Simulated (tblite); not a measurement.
Compound: C₈H₁₁OP.
Atom-mapped SMILES: `[CH3:1][C@@H:2]1[CH2:3][CH2:4][P:5]1[c:6]1[cH:7][cH:8][o:9][cH:10]1` (hydrogens: H11, H12, H13 on C1; H14 on C2; H15, H16 on C3; H17, H18 on C4; H19 on C7; H20 on C8; H21 on C10)

Computed with GFN2-xTB (tblite), gas phase: L-BFGS steps from a force-field or distance-geometry start until the largest atomic force falls under 0.01 eV/Å.

Step 122: E = -797.1194 eV
```
atom  x, y, z in Å  |  force x, y, z in eV/Å
C1     -1.7577   -1.2281   -0.0630    0.020   0.017   0.011
C2     -1.6011    0.1477    0.5518    0.013  -0.004  -0.006
C3     -1.4084    1.3237   -0.4162   -0.008  -0.008  -0.015
C4     -0.4516    2.1233    0.4738   -0.005  -0.004  -0.005
P5     -0.0102    0.6089    1.4921   -0.054  -0.021   0.010
C6      1.2091   -0.1635    0.3882   -0.027   0.031   0.060
C7      1.7848   -1.4462    0.6305   -0.043   0.006  -0.009
C8      2.6900   -1.6470   -0.3583    0.029  -0.043   0.022
O9      2.7337   -0.5893   -1.1841    0.031   0.044  -0.046
C10     1.8433    0.3054   -0.7267    0.018  -0.002  -0.060
H11    -0.9226   -1.4525   -0.7249   -0.008  -0.004   0.019
H12    -1.8045   -1.9960    0.7070    0.014   0.016   0.005
H13    -2.6782   -1.2668   -0.6452    0.010  -0.011  -0.001
H14    -2.4346    0.3466    1.2345    0.002   0.002  -0.014
H15    -0.9079    0.9881   -1.3239    0.020  -0.015  -0.007
H16    -2.3239    1.8417   -0.7060   -0.021   0.023   0.027
H17     0.3677    2.6381   -0.0222    0.012   0.010   0.002
H18    -0.9820    2.8377    1.1052    0.000  -0.005   0.005
H19     1.5374   -2.1134    1.4290   -0.020  -0.019   0.042
H20     3.3490   -2.4647   -0.5692    0.019  -0.028  -0.031
H21     1.7591    1.2233   -1.2729    0.000   0.015  -0.009
```

Step 123: E = -797.1199 eV
```
atom  x, y, z in Å  |  force x, y, z in eV/Å
C1     -1.7602   -1.2314   -0.0540    0.025   0.024   0.017
C2     -1.6002    0.1472    0.5538    0.010  -0.002  -0.004
C3     -1.4068    1.3182   -0.4202   -0.010  -0.009  -0.013
C4     -0.4528    2.1232    0.4680   -0.006  -0.005  -0.004
P5     -0.0091    0.6128    1.4910   -0.050  -0.024   0.010
C6      1.2104   -0.1602    0.3879   -0.009   0.029   0.019
C7      1.7744   -1.4509    0.6204   -0.032   0.033  -0.020
C8      2.6869   -1.6459   -0.3634    0.017  -0.003  -0.001
O9      2.7445   -0.5779   -1.1780    0.023  -0.010  -0.003
C10     1.8562    0.3175   -0.7180    0.000  -0.005  -0.021
H11    -0.9284   -1.4582   -0.7189   -0.003  -0.009   0.015
H12    -1.8032   -1.9959    0.7197    0.011   0.018   0.001
H13    -2.6833   -1.2717   -0.6318    0.008  -0.015  -0.001
H14    -2.4325    0.3506    1.2367    0.001   0.004  -0.017
H15    -0.9030    0.9772   -1.3245    0.013  -0.006   0.000
H16    -2.3223    1.8339   -0.7144   -0.014   0.019   0.023
H17     0.3656    2.6392   -0.0282    0.011   0.009   0.000
H18    -0.9858    2.8378    1.0969   -0.002  -0.005   0.005
H19     1.5163   -2.1261    1.4103   -0.011   0.011   0.006
H20     3.3421   -2.4657   -0.5787    0.016  -0.022  -0.032
H21     1.7824    1.2433   -1.2550    0.003  -0.031   0.019
```

Problem. Estimate the geometry and energy of step 124. (The exact step hangs on the optimiser's Hessian estimate; all steps are aligned on step 123, rigid shifts and turns removed.)

Solution. E = -797.1202 eV, largest force 0.042 eV/Å
```
atom  x, y, z in Å  |  force x, y, z in eV/Å
C1     -1.7602   -1.2323   -0.0512    0.021   0.019   0.013
C2     -1.6003    0.1472    0.5540    0.005  -0.002  -0.001
C3     -1.4062    1.3166   -0.4217   -0.007  -0.006  -0.008
C4     -0.4527    2.1228    0.4661   -0.003  -0.004   0.000
P5     -0.0102    0.6135    1.4911   -0.034  -0.022   0.012
C6      1.2103   -0.1589    0.3886    0.004   0.030  -0.017
C7      1.7705   -1.4518    0.6170   -0.012   0.020  -0.011
C8      2.6859   -1.6453   -0.3649    0.006   0.007  -0.005
O9      2.7473   -0.5746   -1.1762    0.011  -0.017   0.010
C10     1.8592    0.3206   -0.7156   -0.010  -0.019   0.015
H11    -0.9288   -1.4595   -0.7163    0.000  -0.012   0.013
H12    -1.8024   -1.9958    0.7237    0.011   0.021  -0.001
H13    -2.6837   -1.2737   -0.6283    0.008  -0.017  -0.001
H14    -2.4329    0.3518    1.2361   -0.001   0.005  -0.015
H15    -0.9015    0.9736   -1.3248    0.008  -0.001  -0.002
H16    -2.3217    1.8325   -0.7160   -0.011   0.016   0.015
H17     0.3664    2.6385   -0.0294    0.006   0.005  -0.001
H18    -0.9860    2.8381    1.0941   -0.006  -0.003   0.005
H19     1.5104   -2.1289    1.4054   -0.008   0.020  -0.008
H20     3.3397   -2.4657   -0.5830    0.011  -0.018  -0.025
H21     1.7879    1.2484   -1.2491    0.004  -0.024   0.013
```

The energy changes by -0.0003 eV. The first-order estimate −F·Δx gives -0.0004 eV and the mean of the old and new forces, exact on a quadratic surface, -0.0003 eV. The step makes an angle of 81° with the force vector and moves no atom by more than 0.010 Å.

Run on one thread, Arm Neoverse V2, no GPU, on a shared host.
